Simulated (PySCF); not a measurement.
**Spin-rotation constants: `CCNCC/C=C/Cl`, C$_{6}$H$_{12}$ClN**

Geometry:
| atom | x (Å) | y (Å) | z (Å) |
| --- | --- | --- | --- |
| C1 | -2.544 | 0.738 | 0.422 |
| C2 | -1.887 | 0.673 | -0.962 |
| N3 | -0.476 | 0.346 | -0.970 |
| C4 | -0.145 | -0.996 | -0.536 |
| C5 | 1.361 | -1.231 | -0.708 |
| C6 | 2.141 | -0.433 | 0.286 |
| C7 | 2.959 | 0.550 | -0.048 |
| Cl8 | 3.832 | 1.474 | 1.117 |
| H9 | -2.004 | 1.432 | 1.063 |
| H10 | -3.572 | 1.079 | 0.330 |
| H11 | -2.551 | -0.240 | 0.897 |
| H12 | -2.400 | -0.073 | -1.577 |
| H13 | -1.991 | 1.645 | -1.453 |
| H14 | 0.041 | 1.020 | -0.413 |
| H15 | -0.421 | -1.203 | 0.512 |
| H16 | -0.698 | -1.693 | -1.173 |
| H17 | 1.569 | -2.292 | -0.557 |
| H18 | 1.645 | -0.953 | -1.722 |
| H19 | 1.987 | -0.682 | 1.327 |
| H20 | 3.150 | 0.850 | -1.066 |

Method: PySCF, GIAO KT3/pcSseg-1 magnetisability, rotational g tensor and spin-rotation constants, non-relativistic, gas phase. Geometry: GFN2-xTB.

Q: Give the nuclear spin-rotation constants along the inertial axes (H = +C I·J) beside the isotropic shieldings.

A: Rotational constants 2.9391, 0.6300, 0.5596 GHz. A star marks the isotopologue with that one atom substituted, in its own axes.
| atom | isotope | Caa (kHz) | Cbb (kHz) | Ccc (kHz) | mean (kHz) | σ (ppm) |
| --- | --- | --- | --- | --- | --- | --- |
| N3 | 14N | 0.150 | 0.040 | 0.034 | 0.075 | 194.2 |
| Cl8 | 35Cl | 0.578 | 0.131 | 0.190 | 0.299 | 730.5 |
| H9 | 1H | -0.133 | -0.030 | -0.064 | -0.075 | 31.3 |
| H10 | 1H | -0.020 | -0.051 | -0.062 | -0.044 | 30.8 |
| H11 | 1H | -0.312 | -0.039 | -0.008 | -0.120 | 30.0 |
| H12 | 1H | -0.090 | -0.013 | -0.063 | -0.055 | 29.0 |
| H13 | 1H | -0.301 | -0.027 | -0.004 | -0.111 | 28.5 |
| H14 | 1H | -0.130 | -0.036 | -0.070 | -0.079 | 31.4 |
| H15 | 1H | -0.253 | -0.057 | 0.013 | -0.099 | 28.5 |
| H16 | 1H | -0.065 | -0.022 | -0.065 | -0.051 | 29.4 |
| H17 | 1H | -0.312 | -0.001 | -0.036 | -0.116 | 29.2 |
| H18 | 1H | -0.310 | -0.066 | 0.019 | -0.119 | 29.5 |
| H19 | 1H | -0.302 | -0.063 | 0.046 | -0.106 | 26.1 |
| H20 | 1H | -0.303 | -0.060 | 0.044 | -0.106 | 25.8 |
| C1 | 13C* | 0.394 | 0.096 | 0.082 | 0.191 | 167.3 |
| C2 | 13C* | 0.502 | 0.130 | 0.113 | 0.248 | 134.7 |
| C4 | 13C* | 0.597 | 0.115 | 0.109 | 0.274 | 134.8 |
| C5 | 13C* | 0.498 | 0.111 | 0.103 | 0.237 | 146.2 |
| C6 | 13C* | 0.838 | 0.172 | 0.220 | 0.410 | 54.8 |
| C7 | 13C* | 0.836 | 0.174 | 0.193 | 0.401 | 63.8 |

For the geometry as given, no vibrational averaging.

Q: How do the rotational constants and the g tensor change when H9, H10, H11, H12, H13, H14, H15, H16, H17, H18, H19, H20 are replaced by deuterium?

A: Constants 2.3797, 0.5692, 0.5048 GHz; g -0.0114, -0.0039, -0.0048, against -0.0140, -0.0042, -0.0052 before.
